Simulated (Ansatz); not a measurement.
System: SeCl2, net charge -1, doublet state. 
Geometry from a B3LYP-D3(BJ)/def2-TZVP (Ansatz, a quantum-chemistry and plane-wave program) optimisation:
```xyz
3

Se    -0.0050    -0.0092     0.1757
Cl     1.5785     1.8445    -0.0352
Cl    -1.5685    -1.8261    -0.3163
```
Charge -1, spin multiplicity 2.

Basis-set convergence of Hartree-Fock and CCSD(T) correlation energies (hartree) with Ansatz. Valence correlation only, unless marked. Open shells are spin-unrestricted. No spin-orbit coupling. Frozen are the shells of the preceding noble gas and the d and f shells that filled before the atom's block. Non-relativistic. This anion needs diffuse functions, which these sets lack.

```json
[
 {"basis": "def2-SVP", "functions": "68", "E(HF)": "-3318.31196", "E(corr, CCSD(T))": "-0.41405"},
 {"basis": "def2-TZVPP", "functions": "132", "E(HF)": "(withheld)", "E(corr, CCSD(T))": "(withheld)"}
]
```

### Question
Complete the blanks.

### Answer

- def2-TZVPP, E(HF): -3318.93817
- def2-TZVPP, E(corr, CCSD(T)): -0.59897
